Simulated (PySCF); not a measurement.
NbO3, SMILES [O]=[Nb]1[O][O]1 (connectivity only; charge and spin as stated), neutral, multiplicity 2.

The structure is a stationary point at PBE0-D3(BJ)/def2-TZVP. The multiplicity is an assumed one; other spin states were not compared. The def2 effective core potentials stand for the cores of Nb; spin–orbit coupling is left out.

Two levels are set side by side: PBE/def2-TZVPD (PySCF) and PBE0/def2-TZVPD (PySCF). Same geometry, gas phase. Differences are taken from unrounded values.

```json
[
 {"quantity": "α-spin orbital gap (eV)", "PBE0": "2.51", "PBE": "0.28", "PBE minus PBE0": "-2.23"},
 {"quantity": "β-spin orbital gap (eV)", "PBE0": "4.40", "PBE": "1.98", "PBE minus PBE0": "-2.41"},
 {"quantity": "dipole moment (D)", "PBE0": "5.56", "PBE": "5.40", "PBE minus PBE0": "-0.16"},
 {"quantity": "mean polarisability (bohr³)", "PBE0": "59.5", "PBE": "68.7", "PBE minus PBE0": "9.2"}
]
```

PBE's more diffuse valence density responds more strongly to a field. Differences between two approximate levels are no errors against the true value.

Rough cost on one machine, each run with all the roots and properties that it gave: PBE0 against PBE within a factor of 2.
